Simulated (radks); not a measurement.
Values are calculated unless marked as measured or tabulated.
Species: neutral thulium. Configuration: [Xe] 4f13 6s2. Code: a radial shooting solver on a logarithmic mesh with Libxc functionals. Model: scalar-relativistic Kohn-Sham, LDA (Slater exchange, VWN5 correlation), spin-polarised, spherical densities, finite nucleus; open shells are filled with parallel spins first (spin-orbit coupling, left out, can overturn this in heavy ions); Fermi nuclear charge, rms radius 5.2256 fm; hard spherical wall at 7 bohr.

Unscreened Slater integrals over Kohn-Sham orbitals (cm^-1). They are taken over the spin-up orbitals. Empty in this configuration: 5d.

integral,value
"F0(4f,4f)",259970
"F2(4f,4f)",119690
"F4(4f,4f)",74407
"F6(4f,4f)",53346
"F0(4f,6s)",72102
"G3(4f,6s)",2578.8
"F0(4f,5p)",161260
"F2(4f,5p)",54015
"G2(4f,5p)",29286
"G4(4f,5p)",22093
"F0(4f,5d)",92614
"F2(4f,5d)",17906
"F4(4f,5d)",8213.3
"G1(4f,5d)",9492.0
"G3(4f,5d)",6796.7
"G5(4f,5d)",4967.1
"F0(6s,6s)",56305
"F0(6s,5p)",69094
"G1(6s,5p)",5396.9
"F0(6s,5d)",60784
"G2(6s,5d)",24721
"F0(5p,5p)",134280
"F2(5p,5p)",71598
"F0(5p,5d)",87138
"F2(5p,5d)",34927
"G1(5p,5d)",37274
"G3(5p,5d)",22356
"F0(5d,5d)",69435
"F2(5d,5d)",34054
"F4(5d,5d)",21691

Derived for the open shells (J is the average intra-shell exchange parameter used in DFT+U). 4f: F4/F2 = 0.622, F6/F2 = 0.446, J = (286 F2 + 195 F4 + 250 F6)/6435 = 9647 cm^-1.
